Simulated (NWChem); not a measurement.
System meant: ZnHOBr; SMILES [OH][Zn][Br]

Here is an NWChem input.

```
start job
memory heap 200 mb stack 900 mb global 1100 mb
geometry units angstroms noautoz
  Zn    -0.254219     0.776347     0.000000
  Br     0.257233    -1.402234     0.000000
  O     -0.804857     2.471560     0.000000
  H     -0.052966     3.093213     0.000000
end
basis spherical
  * library def2-svp
end
dft
  odft
  mult 2
  xc pbe0
  iterations 150
  mulliken
end
task dft energy
```

End of the output:

```
                                 NWChem DFT Module
                                 -----------------

 Summary of "ao basis" -> "ao basis" (spherical)
 ------------------------------------------------------------------------------
       Tag                 Description            Shells   Functions and Types
 ---------------- ------------------------------  ------  ---------------------
 Zn                         def2-svp                11       31   5s3p2d1f
 Br                         def2-svp                12       32   5s4p3d
 O                          def2-svp                 6       14   3s2p1d
 H                          def2-svp                 3        5   2s1p

 Summary of "ao basis" -> "ao basis" (spherical)
 ------------------------------------------------------------------------------
       Tag                 Description            Shells   Functions and Types
 ---------------- ------------------------------  ------  ---------------------
 Zn                         def2-svp                11       31   5s3p2d1f
 Br                         def2-svp                12       32   5s4p3d
 O                          def2-svp                 6       14   3s2p1d
 H                          def2-svp                 3        5   2s1p

      Symmetry analysis of basis
      --------------------------

        a'         57
        a"         25

  number of electrons :                   74
  multiplicity        :                    2
 ------------------------------------------------------------------------
  no. of electrons and multiplicity not compatible                  74
 ------------------------------------------------------------------------
 ------------------------------------------------------------------------
  current input line :
    19: task dft energy
 ------------------------------------------------------------------------
 ------------------------------------------------------------------------
 There is an error in the input file
 ------------------------------------------------------------------------
 For more information see the NWChem manual at https://nwchemgit.github.io

0: no. of electrons and multiplicity not compatible:Received an Error in Communication
```

Question: What is wrong, and how is it mended?

Answer: The input was rejected before any calculation. Cause: the multiplicity doesn't fit the number of electrons (an even count wants an odd multiplicity, and the reverse). This input runs:
```
start job
memory heap 200 mb stack 900 mb global 1100 mb
geometry units angstroms noautoz
  Zn    -0.254219     0.776347     0.000000
  Br     0.257233    -1.402234     0.000000
  O     -0.804857     2.471560     0.000000
  H     -0.052966     3.093213     0.000000
end
basis spherical
  * library def2-svp
end
dft
  xc pbe0
  iterations 150
  mulliken
end
task dft energy
```
It converges to -4428.19060 Ha (PBE0/def2-SVP).
